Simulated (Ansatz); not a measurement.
System: CsCl (charge +1, doublet). 
Coordinates optimised at B3LYP-D3(BJ)/def2-TZVP (Ansatz, an electronic-structure program):
```xyz
2

Cs     0.0000     0.0000    -0.9865
Cl     0.0000     0.0000     3.1916
```
Charge +1, spin multiplicity 2.

Basis-set convergence of Hartree-Fock and CCSD(T) correlation energies (hartree) with Ansatz. Cores are frozen in the correlated levels unless marked. UHF or UKS for open shells. No spin-orbit coupling. The frozen core is the preceding noble-gas configuration, with the filled d and f shells of earlier blocks. The outer core of K, Ca and their heavier congeners is not correlated, a term that matters for these elements. Past Kr the def2 sets carry scalar-relativistic core potentials.

| basis | functions | E(HF) | E(corr, CCSD(T)) |
|---|---|---|---|
| def2-SVPD | 54 | -479.05661 | -0.13945 |
| def2-TZVPPD | 90 | -479.20743 | -0.18903 |
| def2-QZVPPD | 141 | -479.21978 | -0.20576 |

Extrapolating the two largest sets (X = 3 and 4) as X^-3: E(corr) = (64·(-0.20576) - 27·(-0.18903))/37 = -0.2180 Eh, an estimate of the basis-set limit. The largest set recovers 94.4 % of it, the smallest 64.0 %.
